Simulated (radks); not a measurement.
Results of a calculation; reference values are marked as such.
Q: Radial electron density D(r) = 4 pi r^2 rho(r) of an atom or ion with 23 electrons. Code: a radial shooting solver on a logarithmic mesh with Libxc functionals. Model: Dirac Kohn-Sham, PBE, spin-unpolarised, spherical densities, finite nucleus; Fermi nuclear charge, rms radius of each element as measured or else 0.836 A^(1/3) + 0.57 fm.

```
   r/bohr * D(r) (the largest magnitude, 45.3, reaches the edge; | marks zero)
 0.005521 |       *
 0.006908 |           *
 0.008711 |               *
   0.0109 |                     *
  0.01374 |                            *
   0.0172 |                                   *
  0.02169 |                                         *
  0.02713 |                                              *
  0.03421 |                                               *
   0.0428 |                                             *
  0.05398 |                                         *
  0.06753 |                                      *
  0.08517 |                                        *
   0.1066 |                                               *
   0.1344 |                                                      *
   0.1681 |                                                     *
    0.212 |                                          *
   0.2652 |                             *
   0.3345 |                        *
   0.4185 |                            *
   0.5278 |                             *
   0.6603 |                       *
   0.8327 |           *
    1.042 |   *
    1.314 |*
    1.644 *
    2.073 *
```

What is the nuclear charge?

A: Z = 32. The innermost maximum, from 1s, lies near gamma/Z bohr with gamma = sqrt(1 - (Z/c)^2) = 0.972, here 0.0304 bohr (found: 0.0329), and its height grows with Z. The density is that of the germanium ion Ge9+ in [Ar] 3d5; the configuration itself is not fixed sharply by these data, and Z only to about a unit. D(r) has 3 maxima, at r = 0.0329, 0.147, 0.495 bohr, and minima at 0.0692, 0.329 bohr, inside which lie 2.09, 10.85 electrons.
